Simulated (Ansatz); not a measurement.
System: MoH6 (charge 0, singlet). 
Coordinates optimised at B3LYP-D3(BJ)/def2-TZVP (Ansatz, an electronic-structure program):
```xyz
7

Mo     0.0065    -0.0062    -0.0618
H     -0.4539    -0.7860     1.3033
H     -0.7547     0.8525     1.1073
H     -0.5134    -1.5975    -0.2825
H     -1.0282     1.2068    -0.6180
H      0.8169     0.3087     1.3267
H      1.6615     0.2760    -0.2426
```
Charge 0, spin multiplicity 1.

Basis-set convergence of Hartree-Fock and CCSD(T) correlation energies (hartree) with Ansatz. Cores are frozen in the correlated levels unless marked. Spin-orbit coupling is left out. Frozen are the shells of the preceding noble gas and the d and f shells that filled before the atom's block. Past Kr the def2 sets carry scalar-relativistic core potentials.

The T1 diagnostic of CCSD in the largest basis is 0.039, which is high, so the coupled-cluster rows are less sure than usual.

| basis | functions | E(HF) | E(corr, CCSD(T)) |
|---|---|---|---|
| def2-SVPD | 82 | -70.80055 | -0.33157 |
| def2-TZVPPD | 158 | (withheld) | (withheld) |

Task: Fill in the missing entries.

Result: 
- def2-TZVPPD, E(HF): -70.82999
- def2-TZVPPD, E(corr, CCSD(T)): -0.37943
